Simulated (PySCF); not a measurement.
**Telling isomers of C₈H₁₃FO apart by NMR**

PySCF 2.14 calculation with structure optimised with GFN2-xTB and shieldings: GIAO PBE0/pcSseg-1; isolated molecule, averaged over atoms made equivalent by symmetry, fast rotation or ring inversion, relativity neglected, a single conformation.

Scale: 1H (31.72 ppm), 13C (186.93 ppm) against TMS (reference shieldings calculated alike). Splittings of carbon signals by F and P are missing where no couplings were computed. Where no couplings were computed, multiplicities follow the n + 1 count of equivalent neighbours, and m marks all less simple cases (inequivalent or close neighbours, rings, F or P nearby). Shifts are as computed. Against solution values, carbons near 30 ppm lie about +3 ppm off and those near 130 ppm about +5 ppm. Of 1211 compounds with measured shifts, 218 miss one by over three times the rms of a fit or turn the order of signals round; such compounds aren't used in these exercises.

(1) Tabulate the signals of `CO[C@@]12CCCC[C@]1(F)C2`, `CC/C(C)=C(\CC)C(=O)F`, `C/C(=C\C(C)(C)C)C(=O)F` and their relative energies.

(2) What is the quickest way to tell CO[C@@]12CCCC[C@]1(F)C2 from C/C(=C\C(C)(C)C)C(=O)F?

(3) What is the quickest way to tell CO[C@@]12CCCC[C@]1(F)C2 from CC/C(C)=C(\CC)C(=O)F?

(4) What is the quickest way to tell CC/C(C)=C(\CC)C(=O)F from C/C(=C\C(C)(C)C)C(=O)F?

Answers

(1) 
```json
{"SMILES": "CO[C@@]12CCCC[C@]1(F)C2", "carbon types": "2×C 5×CH2 1×CH3", "δC": "86.5, 64.5, 56.6, 36.2, 33.1, 28.4, 26.3, 25.7", "δH": "3.57 (s, 3H), 2.47 (m, 1H), 2.36 (m, 1H), 2.11 (m, 1H), 1.74 (m, 1H), 1.53 (m, 1H), 1.51 (m, 1H), 1.40 (m, 1H), 1.21 (m, 1H), 0.72 (m, 1H), 0.34 (m, 1H)", "E rel. (kcal/mol)": "28.7"}
{"SMILES": "CC/C(C)=C(\\CC)C(=O)F", "carbon types": "3×C 2×CH2 3×CH3", "δC": "180.1, 166.3, 128.5, 36.3, 28.3, 25.9, 17.3, 14.8", "δH": "2.52 (s, 3H), 2.44 (q, 2H), 2.41 (q, 2H), 1.15 (t, 3H), 1.10 (t, 3H)", "E rel. (kcal/mol)": "0.0"}
{"SMILES": "C/C(=C\\C(C)(C)C)C(=O)F", "carbon types": "3×C 1×CH 4×CH3", "δC": "171.9, 167.1, 129.3, 35.6, 30.7, 15.5", "δH": "7.66 (m, 1H), 2.16 (s, 3H), 1.25 (s, 9H)", "E rel. (kcal/mol)": "1.7"}
```

Energies are electronic energies at PBE0/pcSseg-1 on these geometries, without zero-point or thermal terms, each for the one conformer computed, which needn't be the lowest.

(2) Count the carbon signals: 8 against 6. The first has an sp3 CH2 in a ring at 36.2 ppm, the second a β carbon of a C=C–C=O unit (CH) at 171.9 ppm. Their most deshielded carbons lie at 86.5 and 171.9 ppm. In the proton spectra the most deshielded non-exchanging signals are 3.57 (s, 3H) and 7.66 (m, 1H).

(3) Both give the same number of carbon signals, but DEPT or the intensities differ. The first has a three-membered-ring carbon (C) at 64.5 ppm, the second a β carbon of a C=C–C=O unit (C) at 180.1 ppm. Their most deshielded carbons lie at 86.5 and 180.1 ppm. In the proton spectra the most deshielded non-exchanging signals are 3.57 (s, 3H) and 2.52 (s, 3H).

(4) Count the carbon signals: 8 against 6. The first has an allylic sp3 CH2 at 36.3 ppm, the second a β carbon of a C=C–C=O unit (CH) at 171.9 ppm. Their most deshielded carbons lie at 180.1 and 171.9 ppm. In the proton spectra the most deshielded non-exchanging signals are 2.52 (s, 3H) and 7.66 (m, 1H).
